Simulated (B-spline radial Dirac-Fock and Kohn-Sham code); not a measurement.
## How core holes in Pt⁵⁺ decay

System: platinum as Pt⁵⁺, 1s2 2s2 2p6 3s2 3p6 3d10 4s2 4p6 4d10 4f14 5s2 5p6 5d5.

Input of the calculation (task.json; shells as n, l, electrons):

```json
{"items": [{
  "Z": 78,
  "q": 5,
  "cfg": [[1, 0, 2], [2, 0, 2], [2, 1, 6], [3, 0, 2], [3, 1, 6], [3, 2, 10], [4, 0, 2], [4, 1, 6], [4, 2, 10], [4, 3, 14], [5, 0, 2], [5, 1, 6], [5, 2, 5]],
  "A": 195,
  "rrms": 5.427,
  "do": ["binding", "quiet", "decay"],
  "holes": ["K", "L1", "L2", "L3", "M1", "M2", "M3", "M4", "M5", "N1", "N2", "N3", "N4", "N5", "N6", "N7"]
}]}
```

Run with: `python xray_run.py task.json out`

The computed values come from a radial B-spline solver: a relativistic independent-particle model: LDA orbitals of the hole state, radiative multipoles to third order, Auger rates from the Coulomb interaction with a continuum orbital, Dirac-Fock energies.

Partial widths are in eV. Coster-Kronig decay leaves a hole in the same principal shell; its rates are the weakest part of the model, often 1.5 to 2.5 times too large and more for N holes. Holes without an open Auger channel, or with an unreliable SCF state, are not listed.

```csv
hole,radiative,Auger,Coster-Kronig,total,fluorescence yield,lifetime (fs)
1s,46.3,1.65,0,48.0,0.966,0.0137
2s,1.06,1.98,7.34,10.4,0.102,0.0634
2p1/2,1.82,2.88,0.722,5.43,0.336,0.121
2p3/2,1.61,3.78,0,5.39,0.299,0.122
3s,0.0406,1.16,16.7,17.9,0.00227,0.0368
3p1/2,0.0433,1.27,10.8,12.2,0.00356,0.0542
3p3/2,0.0459,1.59,8.18,9.82,0.00468,0.0671
3d3/2,0.0570,2.10,0,2.15,0.0265,0.306
3d5/2,0.0538,2.20,0,2.25,0.0238,0.292
4s,0.00150,0.154,10.3,10.5,0.000144,0.0629
4p1/2,0.00234,0.164,12.0,12.2,0.000192,0.0541
4p3/2,0.00148,0.180,7.73,7.91,0.000187,0.0832
4d3/2,0.00174,0.192,7.15,7.34,0.000237,0.0896
4d5/2,0.00151,0.222,6.68,6.90,0.000219,0.0954
```
